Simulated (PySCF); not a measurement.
C₄H₉Cl₃Sn, charge -1, doublet, geometry from GFN2-xTB of the parent state (such geometries of metal compounds can be far from the true shape) (a state made from the parent by changing its charge; the spin is typed, not shown lowest) (core potentials on Sn) (a gas-phase anion, which may not be bound at this level).

Input for PySCF:
```python
from pyscf import gto, scf, dft

mol = gto.M(
    atom='''
C    -4.391860   -0.362715   -0.122096
C    -2.979753   -0.397341   -0.689992
C    -2.185873   -1.580370   -0.145812
C    -0.801153   -1.687628   -0.713546
Sn    0.583888   -0.006596   -0.016441
Cl    0.704224    1.830881   -1.472699
Cl   -0.058770    0.868695    2.065512
Cl    2.801128   -0.717010    0.268109
H    -4.933809   -1.269259   -0.383940
H    -4.938858    0.489283   -0.516646
H    -4.363698   -0.279109    0.961719
H    -2.464284    0.531537   -0.427279
H    -3.021948   -0.458313   -1.779697
H    -2.149830   -1.526486    0.945238
H    -2.709678   -2.509717   -0.401691
H    -0.274357   -2.580087   -0.386092
H    -0.777998   -1.603365   -1.796580
''',
    basis='def2-sv(p)',
    ecp={'Sn': 'def2-sv(p)'},
    charge=-1,
    spin=1,
    verbose=3,
)

mf = dft.ROKS(mol)
mf.xc = 'b3lyp'
mf = mf.density_fit(auxbasis='def2-universal-jkfit')
mf.kernel()
```

Question: What does this run give for the number of basis functions, Mulliken (on the basis functions themselves) charges in atom order, total energy?

Answer: 
number of basis functions: 154
Mulliken (on the basis functions themselves) charges in atom order: C1 -0.22, C2 -0.17, C3 -0.11, C4 -0.37, Sn5 0.56, Cl6 -0.42, Cl7 -0.43, Cl8 -0.42, H9 0.06, H10 0.07, H11 0.08, H12 0.10, H13 0.05, H14 0.06, H15 0.03, H16 0.07, H17 0.06
total energy: -1752.4426 Eh

A gas-phase anion may not be bound at this level; its values then depend on the basis.

These values belong to the state on which the SCF converged, which isn't shown to be the lowest.

Question: Roughly what does it cost on one core?

Answer: roughly 40 core-seconds.
